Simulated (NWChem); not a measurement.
System: InH2Cl; SMILES [Cl][InH2]

NWChem input:

```
start job
memory heap 200 mb stack 900 mb global 1100 mb
geometry units angstroms noautoz
  In     0.000000     0.000000     0.666886
  H      0.000000    -1.581653     1.330331
  H      0.000000     1.581653     1.330331
  Cl     0.000000     0.000000    -1.699832
end
basis spherical
  In library def2-svp
  H library def2-svp
  Cl library def2-svp
end
ecp
  In library def2-ecp
end
dft
  xc becke88 lyp
  iterations 150
  mulliken
end
task dft energy
```

Coordinates come from a PBE0/def2-SVP optimisation. def2 effective core potentials on In; no spin-orbit coupling.

What results follow from this input? (BLYP/def2-SVP with def2 effective core potentials on In.) Quantities: energy (Ha); highest occupied level (eV); orbital gap (eV); dipole (D).

The energy (Ha) is -651.35 and the highest occupied level (eV) comes out as -6.47. The orbital gap (eV) is 3.92 and the dipole (D) is 2.40.
